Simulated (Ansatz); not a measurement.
Start from `BC#CN` and change one atom or group to get `BC#CBO`.

Ansatz, PBE0-D4/def2-TZVP geometries, multiplicity 1. Each molecule was computed in one conformer, which needn't be the lowest.

| property | `BC#CN` |
| --- | --- |
| HOMO–LUMO gap (PBE/def2-TZVPP) / eV | 3.95 |
| size of the dipole moment (ωB97M-V/def2-TZVPP) / D | 4.23 |
| HOMO–LUMO gap (PBE0/def2-TZVPP) / eV | 5.90 |
| LUMO energy (PBE/def2-TZVPP) / eV | -2.04 |
| HOMO–LUMO gap (ωB97M-V/def2-TZVPP) / eV | 9.95 |
| LUMO energy (ωB97M-V/def2-TZVPP) / eV | 0.76 |

(1) Give the same properties after the change, and the shifts. (Best estimate.)

## Answers

(1) Ansatz gave: 
| property | `BC#CBO` | shift |
| --- | --- | --- |
| HOMO–LUMO gap (PBE/def2-TZVPP) / eV | 3.64 | -0.31 |
| size of the dipole moment (ωB97M-V/def2-TZVPP) / D | 1.93 | -2.30 |
| HOMO–LUMO gap (PBE0/def2-TZVPP) / eV | 5.75 | -0.15 |
| LUMO energy (PBE/def2-TZVPP) / eV | -3.31 | -1.27 |
| HOMO–LUMO gap (ωB97M-V/def2-TZVPP) / eV | 9.93 | -0.02 |
| LUMO energy (ωB97M-V/def2-TZVPP) / eV | -0.36 | -1.12 |

With PBE0 the HOMO falls by 1.06 eV and the LUMO falls by 1.20 eV, so the gap narrows by about 0.14 eV. PBE moves the HOMO by -0.95 eV and ωB97M-V by -1.10 eV. The zero-point energy changes by 4.8 kJ/mol with +3 modes. Dipoles are sizes alone; their direction can turn.
